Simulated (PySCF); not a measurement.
**Zn⁺: ionisation energy**

Zn⁺ [Ar] 3d10 4s1 (2S) → Zn²⁺ [Ar] 3d10 (1S), as a difference of total energies. Computed with PySCF 2.14 in x2c-TZVPPall with one added diffuse shell each of s, p, d, f type (7s6p5d3f1g, 80 functions), with scalar relativity by spin-free X2C-1e. Correlated levels: valence: [Ar] frozen. The calculations carry no spin-orbit coupling.

```csv
method,ionisation energy (eV)
UHF,16.878
MP2 (valence),17.891
SCS-MP2 (valence),17.734
CCSD (valence),17.787
CCSD(T) (valence),17.869
```

Question: How much does correlation contribute at CCSD(T) (valence)?

Answer: 17.869 − (16.878) = 0.991 eV, measured against UHF.

Errors of the correlated levels include the incompleteness of this basis and the frozen core.

For comparison: 17.964 eV (measured; NIST Atomic Spectra Database, ionization energies).
